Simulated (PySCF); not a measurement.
**C₆ coefficients of unlike pairs at UHF**

Calculated with PySCF 2.14 from the dipole response of each species, C₆(A,B) = (3/π) ∫ α_A(iu) α_B(iu) du, in atomic units, from isotropic polarisabilities. For ions this is the dispersion term alone; charge-induced terms of lower order in 1/R come first.

```json
{"species": "Fe³⁺", "configuration": "[Ar] 3d5 (6S)", "basis": "aug-cc-pVQZ-DK (9s8p6d4f3g2h)", "relativity": "spin-free X2C", "α (bohr³)": "1.678", "C₆ (like pair)": "4.076"}
{"species": "Ga", "configuration": "[Ar] 3d10 4s2 4p1 (2P)", "basis": "aug-cc-pVTZ-PP with ECP10MDF (6s5p4d2f)", "relativity": "core potential", "α (bohr³)": "57.58", "C₆ (like pair)": "502.2"}
{"species": "Tl⁺", "configuration": "[Xe] 4f14 5d10 6s2 (1S)", "basis": "def2-QZVPPD with the def2 core potential (60 electrons) (8s6p5d4f1g)", "relativity": "core potential", "α (bohr³)": "24.10", "C₆ (like pair)": "195.0"}
{"species": "Si³⁺", "configuration": "[Ne] 3s1 (2S)", "basis": "aug-cc-pVDZ-DK (5s4p2d)", "relativity": "spin-free X2C", "α (bohr³)": "7.965", "C₆ (like pair)": "15.56"}
```

Task: Estimate C₆ for Si³⁺ with Tl⁺.

Result: The integral gives 53.28. The combination rule 2 C_A C_B / (C_A α_B/α_A + C_B α_A/α_B) gives 54.41 and the geometric mean 55.08.

No spin-orbit coupling is included.

The other pairs:

```csv
pair,C₆
"Tl⁺, Ga",290.1
"Si³⁺, Fe³⁺",5.574
"Ga, Fe³⁺",28.51
"Tl⁺, Fe³⁺",24.09
"Si³⁺, Ga",86.81
```
